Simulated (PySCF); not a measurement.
A structure optimised at PBE-D3(BJ)/def2-SVP, used in a PySCF frequency run:

```xyz
12

C     -3.1683     0.0301    -0.5249
C     -1.9142    -0.4217    -0.6941
C     -0.6936     0.4559    -0.7368
C      0.2842     0.1836     0.4058
Cl     0.9049    -1.5084     0.3493
Cl     1.6483     1.3569     0.3556
H     -4.0283    -0.6571    -0.5047
H     -3.3835     1.1060    -0.4099
H     -1.7308    -1.5049    -0.8022
H     -0.9805     1.5261    -0.6735
H     -0.1364     0.3173    -1.6889
H     -0.1937     0.2997     1.3958
```
Charge 0, spin multiplicity 1.

**Question.** Write its SMILES and formula.

**Answer.** C=CCC(Cl)Cl, C4H6Cl2

**Question.** What are its rotational constants (standard atomic weights)?

**Answer.** 3.0939, 1.3840, 0.99911 GHz
